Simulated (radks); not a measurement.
Results of a calculation; reference values are marked as such.
All-electron atom: the zinc ion Zn+ in [Ar] 3d9 4s1 5s1 (not the ground configuration). Level of theory: Dirac Kohn-Sham, PBEsol, spin-unpolarised, spherical densities, finite nucleus; open shells fill j = l - 1/2 first; Fermi nuclear charge, rms radius 3.9283 fm (a radial shooting solver on a logarithmic mesh with Libxc functionals).

Normalised radial functions P(r) = r R(r) (large component), r in bohr:

```
   r/bohr * 3d3/2, o 3d5/2, + 4s1/2 (the largest magnitude, 1.07, reaches the edge; | marks zero, & curves that meet)
 0.004658                             &+
 0.006262                             & +
 0.008419                             & +
  0.01123                             & +
   0.0151                             &  +
   0.0203                             &  +
  0.02707                             &  +
   0.0364                             &  +
  0.04894                             |&+
  0.06527                             +&
  0.08775                           + | &
    0.118                        +    |    &
   0.1574                       +     |       &
   0.2116                         +   |            &
   0.2844                             |+                 &
   0.3794                             |     +                 &
   0.5101                             |        +                 &
   0.6858                             |    +                    &
   0.9146                          +  |                     &
     1.23                +            |               &
    1.653          +                  |         &
    2.205           +                 |    &
    2.965                 +           | &
    3.986                        +    &
    5.316                           + &
    7.148                             &
     9.61                             &
    12.82                             &
    17.23                             &
```

3d3/2: eigenvalue -32.529 eV, 0 radial nodes, <r> = 0.831 bohr, 90 % of the charge inside 1.42 bohr. 3d5/2: eigenvalue -32.139 eV, 0 radial nodes, <r> = 0.836 bohr, 90 % of the charge inside 1.43 bohr. 4s1/2: eigenvalue -19.965 eV, 3 radial nodes at r = 0.0650, 0.269, 0.834 bohr, <r> = 2.16 bohr, 90 % of the charge inside 3.21 bohr.
